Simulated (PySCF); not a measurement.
Cartesian coordinates (Å):
```xyz
9

Zn     0.0001     0.0001    -0.0001
C      1.8187     0.0562     0.6955
H      2.1599     1.1018     0.8548
H      2.5353    -0.4259    -0.0039
H      1.8965    -0.4724     1.6700
C     -1.8185    -0.0559    -0.6956
H     -2.5591     0.2283     0.0827
H     -2.0845    -1.0738    -1.0537
H     -1.9474     0.6428    -1.5501
```
Charge 0, spin multiplicity 1.

### Question
Predict the charge on the central atom (meta-Löwdin), charge on the central atom (Mulliken) and HOMO from TPSSh-D3(BJ)/def2-TZVP // BP86-D3(BJ)/def2-SVP in PySCF.

### Answer

```
Item                                        Result
----------------------------------------  --------
charge on the central atom (meta-Löwdin)    1.04 e
charge on the central atom (Mulliken)       0.36 e
HOMO                                      -6.51 eV
```
